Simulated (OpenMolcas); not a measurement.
Ta4+ among 6 point charges of -1.7 e arranged as a trigonal antiprism (D3d), with a polar angle of 49.8° against the regular 54.74°.

```
Program             : OpenMolcas
Method              : CASSCF
Basis               : ANO-RCC-VTZP [8s7p5d3f2g1h]
Scalar Hamiltonian  : DKH2, point nucleus
Active space        : 1 electron in 5 orbitals (5d)
State averaging     : 2S+1 = 2 even, 5 roots
Spin-orbit coupling : state interaction with AMFI integrals over the reference wave functions
```

All point charges move together. At R = 2.02 Å the first state of the same spin is 5096 cm-1, and at R = 2.21 Å it is 4537 cm-1.

**Question.** A third run gives 4093 cm-1. What distance was it run at?

**Answer.** With a power law R^-n the two known points give n = -ln(4537 / 5096) / ln(2.21 / 2.02) = 1.29. Then R = 2.02 × (5096 / 4093)^(1/1.29) = 2.394 Å. The run was at 2.33 Å, so the estimate is off by +0.064 Å.

An orbital doublet at a regular site is open to a Jahn-Teller distortion, which this geometry leaves out. This is an electrostatic model: the charges have no orbitals. No measured value stands beside these numbers.
